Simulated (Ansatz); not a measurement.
The cluster Si₅O₄. Total charge 0; singlet. Geometry PBE-D4/def2-SVP; atoms count from 1.

```xyz
9

Si    0.4893    1.7518   -1.3410
Si   -0.6356   -1.3903    1.5391
Si   -0.9782   -1.2137   -1.9699
Si    0.4752    1.7479    1.8993
Si    0.8268   -1.7465   -0.5998
O     0.8702    2.0887    0.2615
O    -0.3242    0.2808    1.7458
O     0.4008    0.0260   -1.3538
O    -1.1243   -1.5447   -0.1812
```

The restricted singlet is unstable towards broken spin symmetry in Hartree–Fock (as tested in another run); at PBE0-D4/def2-TZVP this wasn't settled. Another isomer (singlet) lies 0.72 eV lower at PBE0-D4/def2-TZVP; other spin states weren't run for this one.

(1) Estimate the Mulliken populations from the PBE0/def2-TZVP orbitals of Ansatz.

(2) And the Mayer bond orders between bonded heavy atoms (over 0.3)?

## Answers

(1) 
| atom | charge (e) |
| --- | --- |
| Si1 | 0.41 |
| Si2 | 0.29 |
| Si3 | 0.23 |
| Si4 | 0.37 |
| Si5 | 0.14 |
| O6 | -0.38 |
| O7 | -0.36 |
| O8 | -0.37 |
| O9 | -0.33 |
Mulliken values and Mayer orders depend strongly on the basis.

(2) Si1–O6 1.17 (1.68 Å); Si1–O8 1.01 (1.73 Å); Si2–Si5 0.55 (2.62 Å); Si2–O7 1.04 (1.71 Å); Si2–O9 0.84 (1.80 Å); Si3–Si5 0.89 (2.33 Å); Si3–O8 0.59 (1.95 Å); Si3–O9 0.79 (1.82 Å); Si4–O6 1.05 (1.72 Å); Si4–O7 1.16 (1.68 Å); Si5–O8 0.57 (1.97 Å); Si5–O9 0.57 (2.01 Å).
